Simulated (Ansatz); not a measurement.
Basis-set extrapolation for C2H9NSi2 (`C[SiH2][SiH2]C=N`) (PBE0-D4/def2-TZVP geometry, frozen core, Ansatz). Multiplicity 1, RHF reference.

|  | def2-TZVPP | def2-QZVPP |
| --- | --- | --- |
| HF | -713.344744 | -713.368717 |
| MP2 correlation | -0.790981 | -0.844781 |
| CCSD(T) correlation | -0.891478 | not run |

Energies in hartree. Use E(X) = E(∞) + A·exp(−7.88·√X) for Hartree–Fock and E(X) = E(∞) + B·X^(−2.97) for correlation, with X = 3 and 4, and add CCSD(T) minus MP2 of the smaller set to the MP2 limit.

Task: What is the CCSD(T) energy at the basis-set limit?

Result: HF limit: -713.368717 + (-0.023973) × 0.13774 = -713.37202. MP2 limit: -0.844781 + (-0.053800) × 0.74074 = -0.88463. Higher-order term: -0.891478 − (-0.790981) = -0.10050. Total: -714.35715 hartree, 3.29 eV below CCSD(T)/def2-TZVPP.
